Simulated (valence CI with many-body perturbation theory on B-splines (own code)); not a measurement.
**Energy levels of Ga17+**

Calculated by relativistic CI+MBPT: four valence electrons over a frozen Dirac-Fock core [Ne], radial functions for each j: 11 s, 11 p, 10 d, 8 f, 5 g, 2 h, with the one-electron correlation potential Σ1 (screened to all orders), the two-electron term Σ2, the three-electron term Σ3, Breit, model QED; selected single and double excitations, second order for the rest, scaled by the run's own slope (own B-spline code, finite nucleus).

No measured spectrum was set against this ion. As an estimate, levels of excited configurations hold to 0.05 to 0.15 % of their energy, terms of the ground configuration to about 0.5 %. Among the levels kept, up to 810 cm⁻¹ of a level comes from second order outside the variational space, and about a tenth of that is noise between levels of different J, which matters for small intervals.

Levels 91 to 135 of 172, with energies above the lowest level, 3s²3p² ³P_0. "Leading %" is the weight of the configuration and term that name the level; weights of strongly mixed levels are sums over their largest components and can fall short. In the jj column 3d3/2^4 stands for four electrons in 3d with j = 3/2.

```csv
No.,Configuration,Term,J,E (cm⁻¹),Leading %,Second component,Leading jj
91,3s3p²3d,¹D,2,1319000,77,7 % 3s²3d² ³F,3s 3p3/2^2 3d5/2 (32 %)
92,3s²3d²,³P,0,1345400,78,17 % 3s3p²3d ³P,3s^2 3d3/2^2 (51 %)
93,3s²3d²,³P,1,1347600,78,17 % 3s3p²3d ³P,3s^2 3d3/2 3d5/2 (78 %)
94,3s²3d²,³P,2,1349900,63,15 % 3s3p²3d ³P,3s^2 3d3/2 3d5/2 (55 %)
95,3s²3d²,¹G,4,1350000,82,15 % 3s3p²3d ¹G,3s^2 3d3/2 3d5/2 (62 %)
96,3s²3d²,¹D,2,1358700,55,21 % 3s3p²3d ¹D,3s^2 3d5/2^2 (60 %)
97,3p³3d,³F°,2,1378600,55,9 % 3s3p3d² ³F°,3p1/2^2 3p3/2 3d3/2 (53 %)
98,3p³3d,¹S°,0,1383500,65,23 % 3s3p3d² ¹S°,3p1/2 3p3/2^2 3d5/2 (34 %)
99,3p³3d,³F°,3,1386500,42,22 % 3p³3d ⁵D°,3p1/2^2 3p3/2 3d3/2 (29 %)
100,3p³3d,⁵D°,4,1400100,47,37 % 3p³3d ³F°,3p1/2 3p3/2^2 3d5/2 (46 %)
101,3p³3d,⁵D°,1,1400700,88,5 % 3p³3d ³P°,3p1/2^2 3p3/2 3d3/2 (45 %)
102,3p³3d,⁵D°,0,1402000,87,6 % 3p³3d ¹S°,3p1/2 3p3/2^2 3d3/2 (62 %)
103,3p³3d,³D°,2,1402700,61,14 % 3p³3d ³F°,3p1/2 3p3/2^2 3d3/2 (56 %)
104,3p³3d,⁵D°,2,1404800,88,,3p1/2 3p3/2^2 3d3/2 (45 %)
105,3p³3d,³D°,1,1406000,75,14 % 3s3p3d² ³D°,3p1/2 3p3/2^2 3d3/2 (50 %)
106,3p³3d,³D°,3,1406000,38,28 % 3p³3d ³F°,3p1/2 3p3/2^2 3d3/2 (51 %)
107,3p³3d,⁵D°,3,1414300,63,26 % 3p³3d ³D°,3p1/2 3p3/2^2 3d5/2 (72 %)
108,3p³3d,⁵D°,4,1416500,43,42 % 3p³3d ³F°,3p1/2 3p3/2^2 3d5/2 (48 %)
109,3p³3d,³G°,3,1428700,68,20 % 3s3p3d² ³G°,3p1/2 3p3/2^2 3d3/2 (28 %)
110,3p³3d,³G°,4,1436000,67,20 % 3s3p3d² ³G°,3p1/2 3p3/2^2 3d5/2 (36 %)
111,3p³3d,³G°,5,1443400,76,23 % 3s3p3d² ³G°,3p1/2 3p3/2^2 3d5/2 (76 %)
112,3s²3d²,¹S,0,1446300,79,15 % 3s3p²3d ¹S,3s^2 3d5/2^2 (52 %)
113,3p³3d,¹D°,2,1465800,57,22 % 3s3p3d² ¹D°,3p1/2 3p3/2^2 3d5/2 (28 %)
114,3p³3d,¹G°,4,1471600,81,7 % 3s3p3d² ¹G°,3p1/2 3p3/2^2 3d3/2 (44 %)
115,3s3p3d²,⁵G°,2,1476700,96,,3s 3p1/2 3d3/2^2 (58 %)
116,3p³3d,³D°,1,1482400,43,30 % 3p³3d ¹P°,3p1/2^2 3p3/2 3d3/2 (30 %)
117,3s3p3d²,⁵G°,3,1483800,96,,3s 3p1/2 3d3/2 3d5/2 (49 %)
118,3p³3d,³P°,1,1490700,27,18 % 3p³3d ³S°,3p1/2^2 3p3/2 3d5/2 (36 %)
119,3s3p3d²,⁵G°,4,1493400,96,,3s 3p1/2 3d3/2 3d5/2 (47 %)
120,3p³3d,³P°,0,1495100,72,16 % 3s3p3d² ³P°,3p1/2 3p3/2^2 3d5/2 (27 %)
121,3p³3d,³P°,2,1502200,55,15 % 3s3p3d² ³P°,3p1/2 3p3/2^2 3d5/2 (39 %)
122,3s3p3d²,⁵G°,5,1506300,96,,3s 3p3/2 3d3/2 3d5/2 (49 %)
123,3p³3d,³S°,1,1507800,30,24 % 3s3p3d² ³S°,3p1/2 3p3/2^2 3d5/2 (47 %)
124,3p³3d,³P°,1,1511900,47,10 % 3p³3d ¹P°,3p1/2 3p3/2^2 3d3/2 (47 %)
125,3p³3d,³D°,2,1513300,41,21 % 3p³3d ³P°,3p1/2 3p3/2^2 3d5/2 (53 %)
126,3p³3d,³F°,2,1522000,73,17 % 3s3p3d² ³F°,3p1/2 3p3/2^2 3d3/2 (52 %)
127,3p³3d,³F°,3,1522100,72,9 % 3s3p3d² ³F°,3p1/2 3p3/2^2 3d5/2 (39 %)
128,3s3p3d²,⁵G°,6,1524100,100,,3s 3p3/2 3d5/2^2 (78 %)
129,3p³3d,³D°,3,1524700,51,25 % 3s3p3d² ³D°,3p1/2 3p3/2^2 3d5/2 (28 %)
130,3p³3d,³F°,4,1534900,64,10 % 3s3p3d² ³F°,3p3/2^3 3d5/2 (64 %)
131,3p³3d,³P°,2,1535800,64,15 % 3s3p3d² ³P°,3p3/2^3 3d5/2 (46 %)
132,3p³3d,³P°,0,1540500,71,16 % 3s3p3d² ³P°,3p3/2^3 3d3/2 (59 %)
133,3p³3d,³P°,1,1541600,54,14 % 3p³3d ¹P°,3p3/2^3 3d3/2 (35 %)
134,3s3p3d²,⁵D°,0,1545400,93,,3s 3p1/2 3d3/2^2 (30 %)
135,3s3p3d²,⁵D°,1,1545700,76,15 % 3s3p3d² ⁵F°,3s 3p1/2 3d3/2 3d5/2 (52 %)
```

Names give the largest LS component (configuration and term), which can be under half, so a name can repeat, a term be missing and a line seem to break the LS rules; names also repeat where a configuration has a term twice.

Where two levels of one J and parity lie close, their mixing, g and order are uncertain.
